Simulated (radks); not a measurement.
Species: Te33+. Configuration: [Ar] 3d1 (the NIST ground configuration). All-electron calculation, scalar-relativistic Kohn-Sham, BLYP, spin-polarised, spherical densities, finite nucleus; open shells are filled with parallel spins first (spin-orbit coupling, left out, can overturn this in heavy ions); Fermi nuclear charge, rms radius 4.7423 fm. Program: a radial shooting solver on a logarithmic mesh with Libxc functionals. Some entries of the table are withheld. Estimate them.

orbital,occ.,eigenvalue (eV),r(max) (bohr),<1/r> (bohr^-1)
1s up,1,-33324.87,0.01794,55.57
1s down,1,-33324.83,0.01794,55.57
2s up,1,-6510.028,0.1010,12.82
2s down,1,-6506.151,0.1010,12.83
2p up,3,-6025.256,0.08093,12.27
2p down,3,-6022.334,0.08090,12.27
3s up,1,(1),0.2778,5.019
3s down,1,(2),0.2779,5.013
3p up,3,-2213.313,0.2684,4.823
3p down,3,-2208.776,0.2686,4.816
3d up,1,-2016.682,0.2155,4.614
3d down,0,-2010.996,0.2157,4.610

Answer. 
(1) 3s up eigenvalue (eV): -2367.456
(2) 3s down eigenvalue (eV): -2363.118
